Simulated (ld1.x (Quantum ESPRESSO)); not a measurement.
Building the PAW potential for ytterbium (PBE, scalar-relativistic).

- Element: Yb (Z = 70)
- Generator: ld1.x (Quantum ESPRESSO) 7.5
- Type: PAW
- Functional: PBE
- Relativity: scalar-relativistic
- Frozen core: [Kr] 4d10 4f14
- Valence charge: 10
- Reference configuration: 5s2 5p6 5d0 6s2 6p0
- Partial waves: 5s (bound): rcut 1.65, rcutus 2.20 bohr; 6s (bound): rcut 1.65, rcutus 2.20 bohr; 5p (bound): rcut 1.95, rcutus 2.05 bohr; 6p (bound, empty): rcut 1.95, rcutus 2.05 bohr; 5d (bound, empty): rcut 2.60, rcutus 2.85 bohr; 5d channel at 0.8 Ry: rcut 2.60, rcutus 2.85 bohr
- Local potential: all-electron potential smoothed inside 2.80 bohr (lloc = -1)
- Core correction: Bessel-smoothed model core inside 1.30 bohr
- Augmentation charge: GAUSS, radius 1.65 bohr

- Cutoffs needed: 21 Ry and 35 Ry (the cutoffs (Ry, on a coarse ladder) from which the occupation-weighted sum of valence levels, in a spherical-Bessel basis at the reference potential, stays within 10 and 1 mRy of its value at 400 Ry)
- Ghost test: no extra level below or beside the all-electron valence levels (s, p, d, f tested) (spherical-Bessel basis up to 400 Ry, 20 bohr box)
- Largest excitation error: -919 meV (all-electron minus pseudo) for 5s1 5p6 5d0 6s2 6p0, out of 7 test configurations
- Lowest eigenvalue of the overlap operator: 0.11 (s channel)
